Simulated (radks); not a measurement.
Problem. Species: La14+. Configuration: [Kr] 4d(3/2: 4, 5/2: 3). All-electron calculation, Dirac Kohn-Sham, BLYP, spin-unpolarised, spherical densities, finite nucleus; Fermi nuclear charge, rms radius 4.855 fm. Program: a radial shooting solver on a logarithmic mesh with Libxc functionals. Some entries of the table are withheld. Estimate them.

orbital  occ.  eigenvalue (eV)  <r^2> (bohr^2)  <1/r> (bohr^-1)
1s1/2       2        -39002.01       0.0008537            62.01
2s1/2       2        -6440.564         0.01355            14.59
2p1/2       2        -6091.303             (1)            14.58
2p3/2       4        -5677.795             (2)            13.25
3s1/2       2        -1588.940         0.09245            5.266
3p1/2       2        -1441.752         0.08722              (3)
3p3/2       4        -1360.738         0.09476              (4)
3d3/2       4        -1103.235         0.07774              (5)
3d5/2       6        -1085.844         0.07988              (6)
4s1/2       2        -519.7955          0.4562            2.240
4p1/2       2        -464.3565          0.4800              (7)
4p3/2       4        -445.6394          0.5142              (8)
4d3/2       4        -353.5417             (9)            1.872
4d5/2       3        -350.0290            (10)            1.848

Solution. 
(1) 2p1/2 <r^2> (bohr^2): 0.009952
(2) 2p3/2 <r^2> (bohr^2): 0.01122
(3) 3p1/2 <1/r> (bohr^-1): 5.180
(4) 3p3/2 <1/r> (bohr^-1): 4.851
(5) 3d3/2 <1/r> (bohr^-1): 4.716
(6) 3d5/2 <1/r> (bohr^-1): 4.632
(7) 4p1/2 <1/r> (bohr^-1): 2.149
(8) 4p3/2 <1/r> (bohr^-1): 2.046
(9) 4d3/2 <r^2> (bohr^2): 0.5726
(10) 4d5/2 <r^2> (bohr^2): 0.5840
